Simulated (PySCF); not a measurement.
Vibration and rotation of RuH

ROHF-CCSD(T) constants of RuH, ⁴Σ⁻ (quartet), unpaired electrons σ ↑, δ ↑↑ (PySCF, scalar-relativistic core potentials, basis sets H def2-TZVPP, Ru def2-TZVPP with ECP28; masses 1.0078 and 101.9043 u):

| Property | Result |
| --- | --- |
| ωe | 2005.3 cm⁻¹ |
| ωexe | 36.5 cm⁻¹ |
| Be | 6.8219 cm⁻¹ |
| αe | 0.196 cm⁻¹ |
| D (centrifugal) | 0.000316 cm⁻¹ |
| De to H + Ru (4d7 5s1) | 2.71 eV |

**Question.** Give the vibrational terms G(v) and spacings up to v = 6.

**Answer.** G(v) = ωe(v+½) − ωexe(v+½)².

```
v  G(v) (cm⁻¹)  G(v) − G(v−1)  Bv (cm⁻¹)
0          994                     6.724
1         2926           1932      6.528
2         4785           1859      6.332
3         6571           1786      6.136
4         8285           1713      5.940
5         9925           1640      5.744
6        11492           1567      5.548
```

**Question.** How well does the Morse estimate ωe²/(4ωexe) reproduce De, and what is D0?

**Answer.** It gives 3.41 eV, 126 % of the computed De. D0 = De − G(0) = 2.71 − 0.12 = 2.59 eV.

Correlated steps freeze no core orbitals. Spin–orbit coupling is left out, which matters for elements this heavy, above all for dissociation energies. With d or f electrons several states lie close, and the lowest PBE0 determinant need not be the measured ground state.
